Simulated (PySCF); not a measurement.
1,2-dichlorocyclobutene (C₄H₄Cl₂), SMILES ClC1=C(Cl)CC1. Atoms are numbered in the order given.

```xyz
10

Cl    -1.8672     0.0000    -0.9726
C     -0.6722     0.0000     0.2566
C      0.6722     0.0000     0.2566
Cl     1.8672     0.0000    -0.9726
C      0.7859     0.0000     1.7655
C     -0.7859     0.0000     1.7655
H      1.2475    -0.9002     2.2011
H      1.2475     0.9002     2.2011
H     -1.2475     0.9002     2.2011
H     -1.2475    -0.9002     2.2011
```

Geometry: B3LYP-D3(BJ)/def2-SVP.

All values below come from PBE/def2-TZVP in PySCF.

| Item | Result |
|---|---|
| total energy | -1074.69349 hartree |
| point group | C2v |
| highest occupied level | -5.82 eV |
| lowest empty level | -1.09 eV |
| orbital gap | 4.73 eV |
| dipole moment | 0.422 e·Å |
| quadrupole, principal values (traceless, Buckingham form, about the centre of nuclear charge) | -2.54, -0.69, 3.23 D·Å |
| mean static polarisability | 72.8 bohr³ (10.79 Å³) |
| polarisability, principal values | 48.2, 79.8, 90.4 bohr³ |
